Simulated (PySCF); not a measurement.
**Potential energy of PbN along the bond**

Set-up: Pb cc-pVTZ-PP with ECP60, N cc-pVTZ; scalar-relativistic core potentials (PySCF 2.14). Energies in eV from Pb + N in their ground configurations at the same level. All curves are PBE0. state 1: ²Π (doublet), unpaired electrons π ↑; state 2: ²Σ⁺ (doublet), unpaired electrons σ ↑, a second solution, started from another occupation; state 3: ⁴Π (quartet), unpaired electrons π ↑↑↑, a second solution, started from another occupation; state 4: quartet, unpaired electrons σ ↑, π ↑↑, a mixture of terms (⟨Lz²⟩ = 2.0), a second solution, started from another occupation.

```csv
R (Å),state 1,state 2,state 3,state 4
1.784,-1.058,-1.526,1.536,0.8804
1.867,-1.681,-1.869,0.460,0.1276
1.950,-1.993,-1.963,-0.268,-0.3388
2.012,-2.088,-1.929,-0.643,-0.5511
2.074,-2.105,-1.844,-0.905,-0.6757
2.136,-2.071,-1.726,-1.078,-0.7333
2.219,-1.973,-1.546,-1.203,-0.7340
2.323,-1.803,-1.311,-1.234,-0.6556
2.447,-1.563,-1.047,-1.153,-0.5068
2.613,-1.235,-0.751,-0.937,-0.2989
```

**Question.** Put a parabola through the three lowest points of the state 1 curve and estimate Re, k and ωe (reduced mass 13.12 u; 1 eV/Å² = 0.16022 mdyn/Å; ωe = 1302.8·√(k/μ) cm⁻¹).

**Answer.** Through R = 2.012, 2.074, 2.136 Å the second-order coefficient is 6.63 eV/Å², so Re ≈ 2.064 Å, k ≈ 2.13 mdyn/Å and ωe ≈ 524 cm⁻¹. A polynomial fit of higher order to the unrounded PBE0 energies gives Re = 2.059 Å, k = 2.34 mdyn/Å, ωe = 550 cm⁻¹; anharmonicity and rounding make the difference.

The higher-order fit for each curve: state 1: Re = 2.059 Å, ωe = 550 cm⁻¹, De = 2.11 eV; state 2: Re = 1.952 Å, ωe = 660 cm⁻¹, minimum 1.96 eV below the ground-state fragments; state 3: Re = 2.299 Å, ωe = 441 cm⁻¹, minimum 1.24 eV below the ground-state fragments; state 4: Re = 2.177 Å, ωe = 468 cm⁻¹, minimum 0.74 eV below the ground-state fragments.

⟨S²⟩ is raised (PbN 0.95, PbN 1.00), so spin contamination touches these numbers. ⟨S²⟩ of the unrestricted solution departs from its pure value on part of the curve, where spin states mix. These are scalar-relativistic numbers at best; spin–orbit coupling would shift them, the dissociation energy most. The state is the lowest determinant that a PBE0 search found; another state may lie lower at other levels.
